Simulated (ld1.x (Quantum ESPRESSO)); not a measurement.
## copper: variants of one PAW potential

Base potential:

* Element: copper (Cu)
* Generator: ld1.x (Quantum ESPRESSO) 7.5
* Type: PAW
* Functional: PBEsol
* Relativity: scalar-relativistic
* Frozen core: [Ar]
* Valence charge: 11
* Reference configuration: 3d10 4s1 4p0
* Partial waves: 4s (bound): rcut 1.65, rcutus 2.30 bohr; 4s channel at 1.05 Ry: rcut 1.65, rcutus 2.30 bohr; 4p (bound, empty): rcut 2.05, rcutus 2.80 bohr; 4p channel at 2.1 Ry: rcut 2.05, rcutus 2.80 bohr; 3d (bound): rcut 1.40, rcutus 1.55 bohr; 3d channel at 0.05 Ry: rcut 1.40, rcutus 1.55 bohr
* Local potential: all-electron potential smoothed inside 2.60 bohr (lloc = -1)
* Core correction: Bessel-smoothed model core, default radius (core density twice the valence density)
* Augmentation charge: BESSEL, radius 1.15 bohr

Cutoffs, loose and tight: the cutoffs (Ry, on a coarse ladder) from which the occupation-weighted sum of valence levels, in a spherical-Bessel basis at the reference potential, stays within 10 and 1 mRy of its value at 400 Ry. They do not see the model core or the augmentation charge, which bear on the density cutoff. Test errors are all-electron minus pseudo excitation energies from the reference, over the configurations 3d10 4s0 4p0; 3d9 4s0 4p0; 3d8 4s0 4p0; 3d10 4s0 4p1; 3d9 4s1 4p1; 3d9 4s1 4p0; 3d10 4s0.5 4p0. A dash means not determined; rows that change the core or the reference have their own tests. The largest error is taken over the tests solved by every variant that gives reliable tests at all: 3d10 4s0 4p0; 3d10 4s0 4p1; 3d10 4s0.5 4p0; 3d9 4s0 4p0; 3d9 4s1 4p0; 3d9 4s1 4p1.

Cutoffs are not given where the Bessel-basis levels miss the radial ones by over 6 mRy, ghosts where they miss by over 20 mRy; a channel whose overlap is not positive is not tested.

The default core radius of the base comes out at 0.36 bohr.

| change | outcome | cutoff, loose | cutoff, tight | bound ghosts | largest test error (meV) |
| --- | --- | --- | --- | --- | --- |
| base | generated | 45 Ry | 80 Ry | none | -67 |
| core correction Bessel-smoothed model core inside 0.86 bohr | generated | 45 Ry | 80 Ry | none | -67 |
| functional LDA (PZ) | generated | 45 Ry | 80 Ry | none | -62 |
| local potential all-electron potential smoothed inside 2.10 bohr (lloc = -1) | generated | 45 Ry | 80 Ry | none | -55 |
| waves 4s (bound): rcut 1.65, rcutus 2.00 bohr; 4s channel at 1.05 Ry: rcut 1.65, rcutus 2.00 bohr | generated | 45 Ry | 80 Ry | none | -70 |
| augmentation PSQ, radius 1.60 bohr | generated | 45 Ry | 80 Ry | none | -57 |
| waves 4p (bound): rcut 2.05, rcutus 2.62 bohr; 4p channel at 2.1 Ry: rcut 2.05, rcutus 2.62 bohr | generated | 45 Ry | 80 Ry | none | -68 |
| wave 3d channel at 0.05 Ry: rcut 1.40, rcutus 1.55 bohr becomes 3d channel at 1.51 Ry: rcut 1.40, rcutus 1.55 bohr | generated | 45 Ry | 80 Ry | none | -53 |
| local potential all-electron potential smoothed inside 2.40 bohr (lloc = -1) | generated | 45 Ry | 80 Ry | none | -60 |

(1) What comes out with this change to the base: fully relativistic?

(2) What comes out with this change to the base: waves 3d (bound): rcut 1.40, rcutus 2.04 bohr; 3d channel at 0.05 Ry: rcut 1.40, rcutus 2.04 bohr?

(3) What comes out with this change to the base: type TM; waves now 4p (bound): rc 2.80 bohr; 3d (bound): rc 1.55 bohr; 4s (bound): rc 2.30 bohr; local potential the s channel?

## Answers

(1) outcome: generated; bound ghosts: not determined; largest test error (meV): -67.

(2) outcome: generated; cutoff, loose: 25 Ry; cutoff, tight: 40 Ry; bound ghosts: none; largest test error (meV): -71.

(3) outcome: generated; cutoff, loose: 120 Ry; cutoff, tight: 200 Ry; bound ghosts: none; largest test error (meV): -219.
